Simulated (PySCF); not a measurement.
Input file for PySCF: R-MP2/6-31G* on CH4BrF (a complex), monomers drawn apart or pushed together.

```python
from pyscf import gto, scf, dft, mp
from pyscf.data.elements import chemcore

mol = gto.M(
    atom='''
    F    -0.03944370   -0.14847424    0.64158482
    H    -0.06251873   -0.64868843    1.43193789
    C    -0.24073506    1.07359350    3.60431492
    Br   -0.16252224   -0.89009760    3.53852662
    H    -1.17918812    1.33962394    4.07654413
    H    -0.19097046    1.42677570    2.58076107
    H     0.60995228    1.40714981    4.18701440
    ''',
    basis='6-31g*',
    cart=True,
    charge=0, spin=0, verbose=3, max_memory=1800)
mf = scf.RHF(mol)
mf.conv_tol = 1e-8
mf.max_cycle = 100
mf.kernel()
if not mf.converged:
    mf = mf.newton().run(mf.mo_coeff, mf.mo_occ)
pt = mp.MP2(mf, frozen=chemcore(mol)).run()
```

Program output:

```
converged SCF energy = -2711.72080777449
E(RMP2) = -2712.29894758641  E_corr = -0.578139811924111
E(SCS-RMP2) = -2712.27157147938  E_corr = -0.55076370489703
```

The run converged.

Cost: roughly 1.2 core-seconds.
